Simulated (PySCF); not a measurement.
# Dipole response of W (tungsten, neutral)

[Xe] 4f14 5d6, high-spin 5D determinant (an excited configuration). Calculation: PySCF 2.14, in ANO-RCC-VTZP; scalar relativity by spin-free X2C-1e. Coupled (time-dependent) response in atomic units; α is the mean over directions. The basis has no added diffuse functions, which lowers α and C₆.

| method | mean α (bohr³) | α xx, yy, zz | C₆ (like pair) | S(−4) |
| --- | --- | --- | --- | --- |
| PBE0 | 54.15 | 64.07, 64.07, 34.32 | 323.3 | 6597 |

S(−4) is the Cauchy moment in α(ω) = α(0) + S(−4) ω² + …

Spin-orbit coupling is absent.

α(iu) at PBE0:

| u (hartree) | α(iu) (bohr³) |
| --- | --- |
| 0 | 54.15 |
| 0.0500 | 43.80 |
| 0.100 | 30.46 |
| 0.200 | 16.83 |
| 0.300 | 11.97 |
| 0.500 | 8.540 |
| 0.750 | 6.781 |
| 1.00 | 5.642 |
| 1.50 | 4.045 |
| 2.00 | 2.994 |
| 3.00 | 1.808 |
| 5.00 | 0.8772 |

The components differ because the open shell of this determinant is not spherical; for a pure term their mean is the scalar polarisability.

Spin-orbit coupling, absent here, splits the open shell strongly.
